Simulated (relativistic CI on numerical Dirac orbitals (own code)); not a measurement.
**L2,3 absorption of nickel in several valence states**

Computed multiplet spectra 2p⁶3dⁿ → 2p⁵3dⁿ⁺¹ (Dirac-Coulomb-Breit ions, Slater integrals scaled by 0.7, an assumed crystal field that grows with the charge, no charge transfer; 300 K; Lorentzian 0.4 eV and Gaussian 0.3 eV FWHM at both edges, so that L2 comes out sharper than in experiment). Peaks over 5 % are given in eV from the highest peak in the L3 region of each spectrum (height, largest 100). S of the lowest state is read from ⟨S²⟩, and the branching ratio is the share of L3, cut at the minimum between the edges.

Field parameters in Wybourne normalisation: Oh B⁴₀ = 21Dq, B⁴₄ = √(5/14) B⁴₀. The field is a parameter set, without covalency.

- Ni2+ (d8, Oh, 10Dq = 15600 cm⁻¹): S = 1.00, branching ratio 0.73; peaks 0.0 (100), 1.9 (20), 17.3 (25), 18.3 (24)
- Ni3+ (d7, Oh, 10Dq = 20150 cm⁻¹): S = 0.67, low spin, branching ratio 0.76; peaks -2.8 (72), -1.2 (91), 0.0 (100), 1.9 (8), 2.5 (9), 3.1 (10), 14.7 (22), 16.5 (44), 17.3 (24), 18.6 (11), 19.6 (6)
- Ni4+ (d6, Oh, 10Dq = 24700 cm⁻¹): S = 0.03, low spin, branching ratio 0.67; peaks -2.3 (7), 0.0 (100), 1.4 (13), 3.0 (20), 16.8 (64), 19.2 (9)

The centroid of the whole edge, which also moves with the branching ratio, lies at 860.6 (Ni2+), 862.2 (Ni3+), 867.3 (Ni4+) eV in this ionic model, in steps of 1.6 to 5.1 eV. Compounds show about 1 to 2 eV a unit and lower energies for the high valences, since ligands screen the charge. The multiplet shape follows the d count and the spin state, and so serves as a fingerprint of valence. Ni3+ lies at a spin crossover.
